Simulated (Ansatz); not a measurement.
Isolated molecules relaxed with PBE0-D4/def2-TZVP in Ansatz; ΔE leaves out vibrations. CBS: MP2 limit from def2 TZ/QZ plus the TZ coupled-cluster correction, frozen cores. This one scheme is used for every species. Functionals use def2-TZVPP. B3LYP here is the variant with VWN-RPA as its local correlation; programs differ in this. One conformer a species, not always the lowest.

Reaction (hydrogenolysis of the Si–Cl bond): `O[SiH](O)N[SiH](O)Cl` + H₂ → `O[SiH2]N[SiH](O)O` + HCl

```json
{"species": "`O[SiH](O)N[SiH](O)Cl`", "B3LYP energy (Eh)": "-1323.72733"}
{"species": "H₂", "B3LYP energy (Eh)": "-1.18000"}
{"species": "`O[SiH2]N[SiH](O)O`", "B3LYP energy (Eh)": "-864.03797"}
{"species": "HCl", "B3LYP energy (Eh)": "-460.83627"}
```

(1) Work out ΔE.

Largest T1 diagnostic among the species: 0.012.

Results:

(1) ΔE = (-864.03797) + (-460.83627) − (-1323.72733) − (-1.18000) = 0.03309 Eh = +20.8 kcal/mol. CCSD(T)/CBS gives +23.0 kcal/mol.

The D4 term adds +2.3 kcal/mol with B3LYP and +1.3 kcal/mol with PBE0; it sums over pairs of atoms, weighted by their polarisabilities, and B3LYP, whose exchange is more repulsive, gets the larger term. In def2-TZVPP, CCSD(T) changes the Hartree–Fock value by +1.8 kcal/mol (the triples alone add +0.8 kcal/mol) and MP2 by +4.0 kcal/mol.
